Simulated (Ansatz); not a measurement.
Consider the formal loss of a carbene: `BOCC` → `BOC` + `[CH2]` (triplet).

Program: Ansatz. Geometries: PBE0-D4/def2-TZVP. ΔE: electronic, gas phase. CBS: MP2 limit from def2 TZ/QZ plus the TZ coupled-cluster correction, frozen cores. This one scheme is used for every species. DFT in def2-TZVPP. Triplets are unrestricted, without spin–orbit coupling. Each species was taken in one conformer, which may not be the lowest.

```csv
level,ΔE (eV)
r2SCAN-D4,4.42
B97M-V,4.66
BLYP,4.43
r2SCANh,4.39
```

Task: What does CCSD(T)/CBS give? (An estimate is asked.)

Result: Ansatz gave: +4.65 eV. The listed levels differ from it by -0.23, 0.01, -0.22, -0.26 eV.

Largest T1 diagnostic among the species: 0.014.

The D4 term adds +0.09 eV with B3LYP and +0.05 eV with PBE0; it sums over pairs of atoms, weighted by their polarisabilities, and B3LYP, whose exchange is more repulsive, gets the larger term. In def2-TZVPP, CCSD(T) changes the Hartree–Fock value by +1.40 eV (the triples alone add +0.11 eV) and MP2 by +1.53 eV. From r2SCAN to r2SCAN0 (25 % exact exchange), in def2-TZVPP and without D4, ΔE moves by −0.04 eV.

B3LYP here is the variant with VWN-RPA as its local correlation; programs differ in this.
